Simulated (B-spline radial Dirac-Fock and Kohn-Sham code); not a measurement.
**Auger parameter of silver: the L3 level and its strongest L3-MM line**

These are calculated numbers from a B-spline atomic structure program; the model is relaxed Dirac-Fock hole states (ΔSCF) with Breit and QED corrections and a finite nucleus. The modified Auger parameter α′ is the binding energy plus the kinetic energy of the Auger electron; it does not depend on the energy zero. For free ions it tends to fall with charge, since less charge screens the final holes.

```
           species  configuration  binding 2p3/2 (eV)  Auger line  kinetic (eV)  α′ (eV)
                Ag  [Kr] 4d10 5s1              3359.9    M4M5 J=4        2561.9   5921.8
                Ag  [Kr] 4d10 5p1              3361.8    M4M5 J=4        2560.3   5922.1
               Ag⁺      [Kr] 4d10              3368.8    M4M5 J=4        2551.4   5920.2
Ag⁺ (Watson 2.2 Å)      [Kr] 4d10              3362.3    M4M5 J=4        2557.9   5920.2
```
